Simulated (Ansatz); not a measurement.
Geometry optimisation, Ansatz, RKS BHLYP-D4/def2-SVP.

The input (input.yaml):

```yaml
crystal:
  periodic: [false, false, false]
  atoms:
    - { symbol: C, position_ang: [-1.4965, 1.1483, 0.9753] }
    - { symbol: S, position_ang: [-1.0799, 1.4089, -0.781] }
    - { symbol: Al, position_ang: [0.8551, 0.2827, -0.6022] }
    - { symbol: C, position_ang: [1.0016, -1.6784, -0.8681] }
    - { symbol: Br, position_ang: [2.8724, 1.4305, -0.0059] }
    - { symbol: H, position_ang: [-1.6384, 0.1289, 1.2015] }
    - { symbol: H, position_ang: [-0.7617, 1.666, 1.6298] }
    - { symbol: H, position_ang: [-2.4864, 1.6999, 1.1307] }
    - { symbol: H, position_ang: [0.2492, -2.1587, -0.0954] }
    - { symbol: H, position_ang: [1.9629, -2.0617, -0.688] }
    - { symbol: H, position_ang: [0.5869, -1.9233, -1.876] }
basis:
  gaussian: { orbitals: def2-SVP }
hamiltonian:
  xc: { name: BHLYP }
  dispersion: d4
relax:
  f_tol: 0.015
  max_steps: 40
```

Command:

```bash
$ ansatz run input.yaml --threads 2 --pin off --max-ram 3072MiB --backend cpu --events-out ev --progress --plain --runs-dir out
```

Q: Where does it end, and by what steps?

A: The run converged. The force dipped under the threshold on the way, but the program's further checks kept it going. After 34 steps the energy has fallen by 0.737 eV; Br5 moved furthest, 1.97 Å.

| step | energy less start (eV) | largest force component (eV/Å) | accepted |
| --- | --- | --- | --- |
| 0 | 0.0000 | 3.564 | yes |
| 2 | -0.4265 | 0.115 | yes |
| 4 | -0.4316 | 0.046 | yes |
| 6 | -0.4478 | 0.267 | yes |
| 8 | -0.5244 | 0.443 | yes |
| 10 | -0.6022 | 0.675 | yes |
| 12 | -0.6932 | 0.295 | yes |
| 14 | -0.7194 | 0.565 | no |
| 16 | -0.7297 | 0.117 | yes |
| 18 | -0.7327 | 0.046 | yes |
| 20 | -0.7323 | 0.141 | no |
| 22 | -0.7336 | 0.146 | yes |
| 24 | -0.7354 | 0.018 | yes |
| 26 | -0.7356 | 0.017 | yes |
| 28 | -0.7364 | 0.040 | yes |
| 30 | -0.7369 | 0.026 | yes |
| 32 | -0.7370 | 0.015 | yes |
| 34 | -0.7371 | 0.014 | yes |

```xyz
11
Properties=species:S:1:pos:R:3
C -1.536 1.698 0.985
S -1.430 0.401 -0.299
Al 0.575 -0.395 -0.122
C 1.212 -1.823 -1.258
Br 1.917 0.519 1.456
H -1.462 1.267 1.983
H -0.756 2.448 0.857
H -2.510 2.172 0.871
H 1.509 -2.691 -0.659
H 2.096 -1.505 -1.821
H 0.450 -2.148 -1.973
```

Whether the end is a true minimum wasn't checked by a vibrational analysis.

Time of the run: 4.6 min on 2 threads of Arm Neoverse N1, on a shared host, peak memory 0.34 GiB.
